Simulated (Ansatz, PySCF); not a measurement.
Reaction (SMILES): C/C=C/[SiH2]C [methyl-[(E)-prop-1-enyl]silane] + 2 C (CH4) + [SiH4] (SiH4) → C=C (C2H4) [ethene] + CC (C2H6) + 2 C[SiH3] [methylsilane]
Structures are relaxed separately at B3LYP-D3(BJ)/def2-TZVP in Ansatz (a program for electronic structure), one conformer each, not searched for the lowest. Frequencies are from Ansatz or PySCF.

Property: bond separation energy (enthalpy at 298 K, with B3LYP-D3(BJ) rigid-rotor harmonic-oscillator terms), in kcal/mol. Cores are frozen in the correlated levels unless marked. No spin-orbit coupling. No relativistic terms. CBS(X,Y): correlation extrapolated as X^-3; Hartree-Fock from the larger set. The bracket is a focal-point correction in the basis named.

| level | program | bond separation energy (kcal/mol) |
|---|---|---|
| RI-HF/cc-pV(Q+d)Z | Ansatz | 6.1 |
| revPBE-D4/def2-TZVPD | Ansatz + dftd4 | 9.8 |
| CAM-B3LYP-D3(BJ)/def2-TZVPD | Ansatz + dftd3 | 8.6 |
| MP2/cc-pV(T+d)Z | Ansatz | 9.6 |
| SCS-MP2/STO-3G | Ansatz | 9.4 |
| SCS-MP2/6-31G* | Ansatz | 9.9 |
| SCS-MP2/cc-pV(D+d)Z | Ansatz | 8.6 |
| CCSD/STO-3G | Ansatz | 8.1 |
| CCSD(T) with core electrons (1s frozen past Ne)/cc-pwCVTZ | Ansatz | 8.5 |
| RI-MP2/CBS(cc-pV(T+d)Z,cc-pV(Q+d)Z)+[CCSD(T)-MP2]/cc-pV(T+d)Z | Ansatz | 8.5 |
